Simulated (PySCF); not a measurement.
Job file and geometry (Å, from PBE0-D3(BJ)/def2-SVP) of an NMR shielding run on `CC[C@@]1(O[C@@H](C)F)CCO1`, C₇H₁₃FO₂, GIAO PBE0/pcSseg-1 NMR shielding, non-relativistic, gas phase in PySCF; density fitting, a coarse starting grid and PySCF grid level 2 are the driver's defaults:

```
$ OMP_NUM_THREADS=1 python probes_run.py task.json out

{"job": {"kind": "nmr", "xc": "PBE0", "basis": "pcSseg-1"}, "charge": 0, "multiplicity": 1}
C     -1.008304    -2.368753     0.284079
C     -1.450442    -1.148870    -0.504541
C     -0.647621     0.088942    -0.164473
O      0.681084    -0.190671    -0.527506
C      1.684783     0.616818    -0.045800
C      2.997323    -0.098292    -0.195693
F      1.735521     1.798262    -0.774934
C     -1.224644     1.446934    -0.610141
C     -1.323172     1.727390     0.888481
O     -0.760079     0.450041     1.208817
H      0.030490    -2.633420     0.041676
H     -1.645994    -3.237068     0.063003
H     -1.065150    -2.165397     1.363701
H     -2.509039    -0.919941    -0.303497
H     -1.355848    -1.319613    -1.589628
H      1.474004     0.908144     0.996521
H      3.141137    -0.376419    -1.249326
H      3.000926    -1.009944     0.416899
H      3.822124     0.553683     0.121573
H     -2.178073     1.377409    -1.150609
H     -0.516453     2.068796    -1.166573
H     -2.343277     1.835595     1.292297
H     -0.700023     2.556098     1.265978
```

**Question.** What does the program print?

**Answer.** 
```
coarse grid: 18920 points
cycle   1  E = -523.9587132117  dE =  1.362e+00  |g| = 9.235e-01  |ddm| = 4.088e+00
cycle   2  E = -523.8304776401  dE =  1.282e-01  |g| = 1.283e+00  |ddm| = 1.475e+00
cycle   3  E = -524.1126352640  dE = -2.822e-01  |g| = 1.134e-01  |ddm| = 9.250e-01
cycle   4  E = -524.1147226112  dE = -2.087e-03  |g| = 5.063e-02  |ddm| = 1.088e-01
cycle   5  E = -524.1151890474  dE = -4.664e-04  |g| = 1.292e-02  |ddm| = 4.307e-02
cycle   6  E = -524.1152150823  dE = -2.603e-05  |g| = 4.403e-03  |ddm| = 1.143e-02
cycle   7  E = -524.1152187615  dE = -3.679e-06  |g| = 6.244e-04  |ddm| = 3.342e-03
final grid: 182312 points
cycle   8  E = -524.2049358174  dE = -5.457e-05  |g| = 1.507e-02  |ddm| = 3.809e-02
cycle   9  E = -524.2048932778  dE =  4.254e-05  |g| = 2.174e-02  |ddm| = 2.361e-02
cycle  10  E = -524.2049783054  dE = -8.503e-05  |g| = 1.476e-03  |ddm| = 1.420e-02
cycle  11  E = -524.2049787664  dE = -4.610e-07  |g| = 2.685e-04  |ddm| = 1.368e-03
cycle  12  E = -524.2049787763  dE = -9.920e-09  |g| = 1.419e-04  |ddm| = 2.780e-04
cycle  13  E = -524.2049787794  dE = -3.138e-09  |g| = 2.523e-05  |ddm| = 1.105e-04
cycle  14  E = -524.2049787795  dE = -9.572e-11  |g| = 1.047e-05  |ddm| = 2.371e-05
converged SCF energy = -524.2049787795

GIAO shielding tensors (ppm)
atom      isotropic    diamagn.    paramagn.     s11        s22        s33       span
  0 C      177.559     246.423     -68.865    168.405    178.254    186.017     17.612
  1 C      147.728     247.604     -99.876    132.731    142.564    167.891     35.160
  2 C       77.027     244.367    -167.339     60.065     78.126     92.892     32.827
  3 O      169.369     405.205    -235.836    141.872    145.178    221.056     79.185
  4 C       80.173     243.138    -162.965     48.339     75.297    116.882     68.543
  5 C      161.753     248.402     -86.649    142.559    157.056    185.643     43.084
  6 F      318.345     476.843    -158.498    227.762    353.299    373.975    146.212
  7 C      149.014     254.380    -105.366    132.714    134.992    179.335     46.622
  8 C      121.625     247.822    -126.197     90.724    105.266    168.887     78.162
  9 O      255.923     401.311    -145.388    181.514    250.957    335.299    153.786
 10 H       30.267      31.072      -0.805     24.504     30.419     35.877     11.373
 11 H       30.597      27.480       3.116     25.896     27.479     38.415     12.520
 12 H       30.129      30.364      -0.234     25.409     29.634     35.345      9.937
 13 H       29.764      31.808      -2.044     25.085     29.711     34.495      9.410
 14 H       29.676      31.426      -1.750     26.292     28.406     34.331      8.039
 15 H       25.150      32.674      -7.523     22.475     26.136     26.840      4.366
 16 H       29.578      29.152       0.426     26.165     28.126     34.443      8.278
 17 H       30.108      29.919       0.189     25.687     28.882     35.756     10.069
 18 H       29.857      27.147       2.710     25.828     27.330     36.412     10.584
 19 H       29.015      32.213      -3.198     26.084     27.339     33.622      7.538
 20 H       28.052      32.074      -4.022     23.418     29.460     31.276      7.858
 21 H       27.090      29.370      -2.280     24.026     24.678     32.565      8.539
 22 H       26.988      29.972      -2.984     23.845     24.787     32.330      8.485
```

**Question.** Turn these shieldings into chemical shifts. δ = σ(ref) − σ, references computed at the same level: $^{13}$C (σref 184.41) and $^{1}$H (σref 31.27) against TMS; $^{17}$O (σref 334.56) against H2O; CFCl3 for $^{19}$F (σref 177.25).

**Answer.** Averaging equivalent atoms: C 2: 107.4; C 4: 104.2; C 8: 62.8; C 1: 36.7; C 7: 35.4; C 5: 22.7; C 0: 6.8; O 3: 165.2; O 9: 78.6; F 6: -141.1; H 15: 6.12; H 22: 4.28; H 21: 4.18; H 20: 3.22; H 19: 2.25; H 14: 1.59; H 13: 1.50; H 16/17/18: 1.42; H 10/11/12: 0.94 ppm. Unscaled 19F shifts against computed CFCl3 carry errors that often reach 10 to 50 ppm. Experimental scales use liquid or dissolved standards, which lie at an offset from isolated H2O (liquid H2O: subtract about 36 ppm).

Size and cost of the density-fitted run: 235 basis functions, 40 s wall time on 1 thread of an Arm Neoverse V2, shared host; peak memory 1.2 GiB.
